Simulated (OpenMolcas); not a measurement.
# Pt2+: moving or changing the point charges

Pt2+ among 6 point charges of -1.7 e arranged as a trigonal antiprism (D3d), 2.22 Å from the ion, with a polar angle of 57.5° against the regular 54.74°.

- Program: OpenMolcas 26.06
- Method: SS-CASPT2, IPEA 0.25 Eh, imaginary shift 0.1 Eh (closed shells correlated: 5s 5p)
- Basis: ANO-RCC-VDZP [7s6p4d2f]
- Scalar Hamiltonian: DKH2, point nucleus
- Active space: 8 electrons in 5 orbitals (5d)
- State averaging: 2S+1 = 3 even, 10 roots; 2S+1 = 1 even, 15 roots
- Spin-orbit coupling: state interaction with AMFI integrals over the reference wave functions

Runs around this geometry, states (labels of D3, the rotations of D3d). Energies in cm-1 above the lowest state or level, χT in cm3 K/mol.

```json
{"R (Å)": "2.22", "q (e)": "-1.1", "Polar angle / regular": "1.05", "Ground state": "3A2", "First state of that spin": "3A1 4490", "First gap with spin-orbit (degeneracies)": "240 (2, 1)", "χT at 300 K": "2.557", "First state of another spin": "1E 10990"}
{"R (Å)": "2.06", "q (e)": "-1.7", "Polar angle / regular": "1.05", "Ground state": "3A2", "First state of that spin": "3A1 10090", "First gap with spin-orbit (degeneracies)": "220 (2, 1)", "χT at 300 K": "2.184", "First state of another spin": "1E 11710"}
{"R (Å)": "2.22", "q (e)": "-1.7", "Polar angle / regular": "1.05", "Ground state": "3A2", "First state of that spin": "3A1 7170", "First gap with spin-orbit (degeneracies)": "260 (2, 1)", "χT at 300 K": "2.358", "First state of another spin": "1E 11450"}
{"R (Å)": "2.44", "q (e)": "-1.7", "Polar angle / regular": "1.05", "Ground state": "3A2", "First state of that spin": "3A1 4520", "First gap with spin-orbit (degeneracies)": "290 (2, 1)", "χT at 300 K": "2.535", "First state of another spin": "1E 11030"}
{"R (Å)": "2.22", "q (e)": "-1.7", "Polar angle / regular": "1.13", "Ground state": "3A2", "First state of that spin": "3A1 6750", "First gap with spin-orbit (degeneracies)": "540 (2, 1)", "χT at 300 K": "2.314", "First state of another spin": "1E 11270"}
```

Taking the first state of the same spin as R^-n, n = -ln(4520 / 10090) / ln(2.44 / 2.06) = 4.7 between the shortest and longest distance.

Scaling the charges by -1.1 / -1.7 = 0.65 scales the first state of the same spin by 4490 / 7170 = 0.63; with fixed orbitals a first-order splitting would follow the charge.

Roots that are degenerate in the reference are averaged as groups; the widest CASPT2 spread within a group is 76 cm-1 (the 2-fold group of multiplicity 1 near 34700 cm-1 above the lowest state of its run, R = 2.22, q = -1.7, ratio = 1.13). Shifts and gaps below about the spread of the groups concerned are not significant. Real 4d8 and 5d8 ions are as a rule square planar and diamagnetic. Free-ion shares, where given, are those of the reference states; single-state CASPT2 does not remix them. Spin-orbit coupling mixes the spin-free states strongly: the lowest level takes only 63 % from its leading state, 3A2 (holds for R = 2.22, q = -1.1, ratio = 1.05; R = 2.44, q = -1.7, ratio = 1.05). This is an electrostatic model: the charges have no orbitals. No measured value stands beside these numbers.
